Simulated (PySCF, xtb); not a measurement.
4-methyl-2H-pyrrole (C₅H₇N), SMILES CC1=CCN=C1. The values are those of a single conformer.

Harmonic wavenumbers (cm⁻¹) from GFN2-xTB run with xtb at its own minimum, in rising order: 97, 237, 307, 369, 562, 639, 742, 827, 864, 925, 958, 986, 1008, 1034, 1035, 1067, 1166, 1191, 1241, 1317, 1384, 1401, 1476, 1480, 1577, 1672, 2942, 2969, 3003, 3016, 3041, 3113, 3148.

**Question.** What does B3LYP-D3(BJ)/def2-SVP (PySCF) give at its own minimum? (Estimate from the structure and the level; the computed values follow.)

**Answer.** 134, 237, 319, 387, 585, 633, 769, 851, 904, 942, 951, 983, 995, 1019, 1055, 1151, 1199, 1248, 1295, 1357, 1382, 1401, 1453, 1460, 1598, 1707, 3022, 3023, 3056, 3085, 3127, 3140, 3217. Paired by order, the mean absolute difference is 32 cm⁻¹ and the zero-point energies are 66.9 and 68.2 kcal/mol.
